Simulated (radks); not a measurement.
Results of a calculation; reference values are marked as such.
Task: Ionisation of neutral titanium, [Ar] 3d2 4s2, to Ti+, [Ar] 3d2 4s1, under several functionals. Scalar-relativistic Kohn-Sham, spin-unpolarised, spherical densities, finite nucleus; a radial shooting solver on a logarithmic mesh with Libxc functionals. The NIST Atomic Spectra Database gives 6.828 eV (measured). Rank these functionals by the error of their Delta-SCF ionisation energy: LDA (Slater exchange, Perdew-Zunger correlation); RPBE; BLYP; AM05; B86b exchange with PBE correlation; exchange-only B88; r2SCAN; LDA (Slater exchange, Perdew-Wang correlation); Wu-Cohen GGA; SOGGA.

Result: From best to worst: exchange-only B88 6.729 eV (-0.099); SOGGA 7.253 eV (+0.425); RPBE 7.261 eV (+0.433); BLYP 7.287 eV (+0.458); AM05 7.295 eV (+0.466); Wu-Cohen GGA 7.366 eV (+0.537); B86b exchange with PBE correlation 7.376 eV (+0.548); r2SCAN 7.425 eV (+0.597); LDA (Slater exchange, Perdew-Wang correlation) 7.529 eV (+0.701); LDA (Slater exchange, Perdew-Zunger correlation) 7.536 eV (+0.708). Spin polarisation and multiplet splitting are left out, so open shells lie too high by an amount that depends on their filling.

Beside tabulated values, note that spin-unpolarised runs miss the spin-polarisation part of the exchange energy of open shells.
